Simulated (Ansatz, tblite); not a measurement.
Isomers of Li$_{6}$Te$_{2}$ (singlet), found by a short tight-binding search and relaxed with PBE0-D4/def2-SVP in Ansatz.

In the def2 sets Te takes a core potential; there is no spin–orbit coupling. The xTB rows come from tblite.

Run but left out: HF/def2-SVP, MP2/def2-SVP, CCSD/def2-SVP, CCSD(T)/def2-SVP (flagged by the program: other roots).

A: The restricted singlet is unstable towards broken spin symmetry in Hartree–Fock (as tested in another run); at PBE-D4/def2-TZVP, BLYP-D4/def2-TZVP, r2SCAN-D4/def2-TZVP, PBE0-D4/def2-TZVP and others this wasn't settled. B: The restricted singlet is unstable towards broken spin symmetry in Hartree–Fock (as tested in another run); at PBE-D4/def2-TZVP, BLYP-D4/def2-TZVP, r2SCAN-D4/def2-TZVP, PBE0-D4/def2-TZVP and others this wasn't settled. C: The restricted singlet is unstable towards broken spin symmetry in Hartree–Fock (as tested in another run); at PBE-D4/def2-TZVP, BLYP-D4/def2-TZVP, r2SCAN-D4/def2-TZVP, PBE0-D4/def2-TZVP and others this wasn't settled.

Other spin states weren't relaxed.

A:

Cartesian coordinates in Å:
```
Li -0.906 2.883 -0.207
Li 0.931 -2.879 0.181
Li -1.000 -0.251 1.001
Li 0.977 0.247 -0.979
Li 2.190 -0.456 2.047
Li -2.162 0.463 -2.074
Te 0.834 1.627 1.272
Te -0.862 -1.635 -1.241
```

B:

```xyz
8

Li   -1.718    1.635    0.455
Li    1.297    0.543    1.300
Li   -0.654   -0.813   -0.422
Li    1.198    0.561   -2.020
Li   -1.694    1.589   -2.694
Li    0.627   -2.077    1.638
Te   -1.100   -0.146    2.198
Te    2.045   -1.291   -0.456
```

C:

```xyz
8

Li   -2.097   -2.085   -2.967
Li   -2.020    0.285   -0.300
Li    0.909    0.147    3.611
Li    0.459    0.043   -1.625
Li    1.426    2.039    1.516
Li    2.884   -0.434    1.620
Te   -1.789    0.358   -2.885
Te    0.228   -0.353    1.031
```

Task: Estimate which lies lowest at each level, and how far above it the others are (kJ/mol).

Result: 
```json
{"level": "GFN1-xTB", "A": "19.9", "B": "0.0", "C": "63.9"}
{"level": "GFN2-xTB", "A": "60.7", "B": "0.0", "C": "13.0"}
{"level": "PBE-D4/def2-TZVP", "A": "70.6", "B": "0.0", "C": "107.3"}
{"level": "BLYP-D4/def2-TZVP", "A": "61.1", "B": "0.0", "C": "87.3"}
{"level": "r2SCAN-D4/def2-TZVP", "A": "80.7", "B": "0.0", "C": "113.0"}
{"level": "PBE0-D4/def2-TZVP", "A": "93.5", "B": "0.0", "C": "115.5"}
{"level": "ωB97M-V/def2-TZVP", "A": "112.2", "B": "0.0", "C": "113.2"}
```
Point groups (tolerance 0.1 Å): A not assigned, B Cs, C not assigned. Lower isomers may exist.
